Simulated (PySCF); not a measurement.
H2W, SMILES [WH2] (connectivity only; charge and spin as stated), neutral, multiplicity 5.

The structure is a stationary point at PBE0-D3(BJ)/def2-TZVPD. The multiplicity is an assumed one; other spin states were not compared. The def2 effective core potentials stand for the cores of W; spin–orbit coupling is left out.

Computed with PBE0-D3(BJ)/def2-TZVPD (PySCF).

Frequencies are harmonic and unscaled.

Problem. List the normal modes with their intensities. (An estimate is asked for; the answer gives what the named calculation found.)

Solution. 
```
mode  ν (cm⁻¹)  IR (km/mol)  moving atoms (share of kinetic energy)
----  --------  -----------  --------------------------------------
1          656         54.4                                  H 99 %
2         1934        225.1                                  H 99 %
3         1946         63.1                                 H 100 %
```
